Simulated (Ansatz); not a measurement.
Species: BeH$_{2}$, charge 0, singlet. BeH2 (SMILES [BeH2]).
B3LYP-D3(BJ)/def2-TZVP minimum from Ansatz (a first-principles code):
```xyz
3

Be     0.0000     0.0000     0.0000
H      0.0000     0.0000     1.3301
H      0.0000     0.0000    -1.3301
```
Charge 0, spin multiplicity 1.

Total energies in def2-QZVPP, 4 correlated electrons, 1 frozen orbitals. Radicals and triplets start from unrestricted determinants; spin-orbit coupling is neglected. Cores are frozen in correlated methods. No relativity.

| method | program | energy (Eh) | error against FCI (mEh) |
|---|---|---|---|
| HF | Ansatz | -15.77283 | 78.75 |
| MP2 | Ansatz | -15.83606 | 15.52 |
| CCSD | Ansatz | -15.85078 | 0.80 |
| CCSD(T) | Ansatz | -15.85139 | 0.19 |
| CCSDT(Q) | Ansatz | -15.85157 | 0.00 |
| CCSDTQ | Ansatz | -15.85158 | 0.00 |
| FCI | Ansatz | -15.85158 | 0.00 |

Rough core times of Ansatz's runs on a shared machine: CCSD(T) under 20 s, CCSDT(Q) under 20 s, CCSDTQ 5 min, FCI 30 s.
